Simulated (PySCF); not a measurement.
NMR data simulated for an unnamed compound:

¹H NMR (400 MHz, computed): δ 6.15 (m, 1H), 6.00 (m, 1H), 4.73 (s, 3H), 3.63 (d, 2H), 1.98 (s, 3H), -0.23 (br s, 1H).

¹³C{¹H} NMR (computed): δ 143.8 (CH), 139.3 (C), 125.1 (CH), 45.3 (CH2), 11.2 (CH3).

No relativistic terms, isolated molecule, one computed conformer, fast rotation and ring inversion assumed for equivalent nuclei. Geometry: GFN2-xTB; NMR shieldings at PBE0/pcSseg-1/GIAO; PySCF 2.14.0 with density-fitted response routines.

δ = σ(ref) − σ, references computed at the same level: ¹H, ¹³C against TMS.

Question: Which of these does the molecule contain: an NH or NH2 group, a C≡C triple bond, a Si–H bond, a non-aromatic C=C double bond, an ester, a ketone?

Answer: 
- An NH or NH2 group: yes (δH -0.23 (br s)).
- A C≡C triple bond: no.
- A Si–H bond: yes (δH 4.73 (s)).
- A non-aromatic C=C double bond: yes.
- An ester: no.
- A ketone: no.

The data belong to `InChI=1S/C5H11F2NSi/c1-4(5(6)7)2-3-8-9/h2,5,8H,3H2,1,9H3/b4-2+`; they needn't prove each group on their own.

Carbon signals by region: 3 in the sp2 and nitrile region (100–160 ppm), 2 below 50 ppm.

The OH or NH signal is concentration- and solvent-dependent in practice; the value given is the gas-phase one. Splittings by ¹⁹F in the carbon and heteronuclear signals aren't shown, as no couplings were computed. Shifts are as computed. Against solution values, carbons near 30 ppm lie about +3 ppm off and those near 130 ppm about +5 ppm. Of 1211 compounds with measured shifts, 218 miss one by over three times the rms of a fit or turn the order of signals round; such compounds aren't used in these exercises. Multiplicities follow the n + 1 count of equivalent neighbours, as no J values were calculated; m marks all less simple cases, F and P coupling included.
